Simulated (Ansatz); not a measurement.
# Match the barriers

Saddle point of SiH6SeO, closed shell (SiH₄O ([OH][SiH3]) + H₂Se → SiH₄SeO ([OH][SiH2][SeH]) + H₂; bonds formed: Si1–Se7, H2–H6; bonds broken: Si1–H2, H6–Se7), PBE0-D4/def2-TZVP structure:

```
9
angstrom
Si -0.5858 -0.4970 0.3407
H 0.5595 -1.4660 -0.4902
H -1.5390 -1.5526 -0.0920
H -0.1122 -0.7696 1.7113
O -1.4705 0.8056 -0.0851
H 1.0688 -0.7037 -0.3603
Se 1.6476 1.0584 0.1569
H -1.0087 1.6402 0.0537
H 1.4404 1.4850 -1.2352
```

Program: Ansatz 0.2.0. Basis: def2-TZVPP, with def2-QZVPP for the basis limit. Cores are frozen in the correlated methods. Filled d shells of the heavier atoms are correlated. The def2 sets are not built for correlating such inner shells, so the correlated values are less sure here. B3LYP uses VWN-RPA correlation. Extrapolation: Hartree–Fock as exp(−7.88 √X), correlation as X^−2.97. Four methods, as single points on the PBE0-D4 structures, gave these electronic barriers from the start structure: 38.30, 41.58, 46.77, 60.29 kcal/mol.

Problem. The methods were, in alphabetical order, B3LYP-D4, BHLYP-D4, BLYP-D4, HF. Which gave which? (Judge from chemistry; the calculation decides.)

Solution. Computed: BLYP-D4 38.30; B3LYP-D4 41.58; BHLYP-D4 46.77; HF 60.29 kcal/mol. For comparison, CCSD(T) at an estimated basis limit (MP2 extrapolated from triple and quadruple zeta, plus CCSD(T) − MP2 in triple zeta) gives 42.66 kcal/mol.

T1 diagnostic: at most 0.012.

Labels in which every atom is bracketed show which atoms are joined, not bond orders.

For scale, one of the runs: CCSD(T)/def2-TZVPP, 205 basis functions, launched by `ansatz run in.yaml --threads 4 --pin off --events-out ev --progress --plain --max-ram 9574MiB`. The run took 71 s on 4 CPU threads of an Arm Neoverse V1 (shared host), with 2.6 GiB of host memory at its peak.
